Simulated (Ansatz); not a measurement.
Species: SnCl₂, net charge 0, triplet state. This is an excited triplet: at this geometry the singlet lies 2.51 eV lower at RI-MP2/CBS(def2-TZVPPD,def2-QZVPPD)+[CCSD(T)-MP2]/def2-TZVPPD. 
Geometry from a B3LYP-D3(BJ)/def2-TZVP (Ansatz, an electronic-structure program) optimisation:
SMILES: [Cl][Sn][Cl]
```xyz
3

Sn    -0.0188     0.0059     0.4882
Cl     1.3430     1.5678    -0.6865
Cl    -1.2878    -1.5852    -0.7495
```
Charge 0, spin multiplicity 3.

Basis-set convergence of Hartree-Fock and MP2 correlation energies (hartree) with Ansatz. Cores are frozen in the correlated levels unless marked. UHF or UKS for open shells. No spin-orbit coupling. The frozen core is the preceding noble-gas configuration, with the filled d and f shells of earlier blocks. Past Kr the def2 sets carry scalar-relativistic core potentials.

```csv
basis,functions,E(HF),"E(corr, MP2)"
def2-SVP,62,-1132.09124,-0.30751
def2-TZVPP,134,___,___
```

Question: Complete the blanks.

Answer: 
- def2-TZVPP, E(HF): -1132.41809
- def2-TZVPP, E(corr, MP2): -0.43396
